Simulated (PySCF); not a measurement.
Al(F)(OH)(SMe) (CH4AlFOS), SMILES C[S][Al]([OH])[F].

Geometry: PBE-D3(BJ)/def2-SVP. Other conformers were not sampled.

Level of theory: IEF-PCM-M06-2X/def2-SVP in PySCF.

The values are the electrostatic part of the solvation free energy, E(continuum) − E(gas) at the gas-phase geometry, in a cavity of scaled van der Waals radii (PySCF's table); cavitation and dispersion terms are not included. A continuum can't describe solvent molecules that bind to the metal. In vacuum the orbital gap is 8.37 eV. The dipole moment in vacuum is 2.39 D.

```json
[
 {"solvent": "water", "ε": "78.36", "ΔG(elec) (kcal/mol)": "-8.7", "dipole (D)": "2.88", "gap (eV)": "8.65"},
 {"solvent": "benzene", "ε": "2.27", "ΔG(elec) (kcal/mol)": "-3.9", "dipole (D)": "2.62", "gap (eV)": "8.48"},
 {"solvent": "acetone", "ε": "20.49", "ΔG(elec) (kcal/mol)": "-8.2", "dipole (D)": "2.85", "gap (eV)": "8.63"}
]
```
